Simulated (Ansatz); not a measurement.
Cost and result for the atomization energy of `N[C](=O)[SnH3]` (9 atoms, 8 bonds).

```xyz
9

N     0.7091    1.3200   -0.7305
C     0.1594    0.0965   -0.9037
O     0.0485   -0.4329   -1.9851
Sn   -0.5522   -0.9364    0.9050
H     0.7906    1.7383    0.1780
H     1.0468    1.8241   -1.5376
H    -0.2733    0.0205    2.3013
H     0.2915   -2.4077    1.0417
H    -2.2205   -1.2223    0.7309
```

Charge 0, multiplicity 1. Correlated methods include outer-core shells of Sn, which these sets cover unevenly. Sn takes the def2 core potential. The structure was optimised at the PBE0-D4/def2-TZVP level. It is one conformer, not always the lowest. Program: Ansatz. All runs use 4 threads of an Arm Neoverse V1 on a shared host. Times are those of one run each, without the atoms' runs, and a repeat can differ threefold. Electronic energies, without spin–orbit coupling; frozen cores. CCSD(T)/CBS adds CCSD(T) − MP2 in def2-TZVPP to the MP2 limit, and its time is that of the two runs behind it. T1 = 0.016. With those shells the extrapolation isn't a true limit. B3LYP takes the VWN-RPA correlation (the form of Gaussian; ORCA's B3LYP/G).

CCSD(T)/CBS is a level of theory with its own doubt, some kJ/mol a heavy atom from the limit and from the frozen cores, so smaller differences don't rank the functionals.

```tsv
level	functions	wall time	atomization (kcal/mol)	difference from CCSD(T)/CBS	per bond
PBE-D4/def2-TZVPP (with forces)	213	2.2 s	731.9	20.5	2.6
PBE0-D4/def2-TZVPP	213	2.6 s	709.0	-2.4	-0.3
B3LYP-D4/def2-TZVPP (with forces)	213	3.9 s	711.8	0.4	0.1
r2SCAN-D4/def2-TZVPP (with forces)	213	4.1 s	710.8	-0.6	-0.1
B2PLYP/def2-TZVPP	213	4.6 s	701.5	-9.9	-1.2
ωB97X-V/def2-TZVPP	213	6.5 s	716.0	4.6	0.6
ωB97M-V/def2-TZVPP (with forces)	213	9.5 s	712.4	1.0	0.1
MP2/def2-QZVPP	403	21 s	709.3	-2.1	-0.3
CCSD(T)/def2-TZVPP	213	2.2 min	689.4	-22.0	-2.8
CCSD(T)/CBS(def2)	–	2.5 min	711.4	0.0	0.0
```

The D4 term adds +6.4 kcal/mol with B3LYP and +3.3 kcal/mol with PBE0; it sums over pairs of atoms, weighted by their polarisabilities, and B3LYP, whose exchange is more repulsive, gets the larger term. From PBE to PBE0 (25 % exact exchange), in def2-TZVPP and without D4, the atomization energy moves by −22.3 kcal/mol: exact exchange takes away binding that semilocal exchange gives to molecules. In def2-TZVPP, CCSD(T) changes the Hartree–Fock value by +224.1 kcal/mol (the triples alone add +14.9 kcal/mol) and MP2 by +231.0 kcal/mol; breaking electron pairs costs correlation energy, which Hartree–Fock lacks.

Spin–orbit coupling would lower the free Sn atoms strongly, and the atomization energy with them, by more than many differences here. For some Ge, Se and Sn compounds the MP2-based and the directly extrapolated limit differ by 10 to 25 kJ/mol.
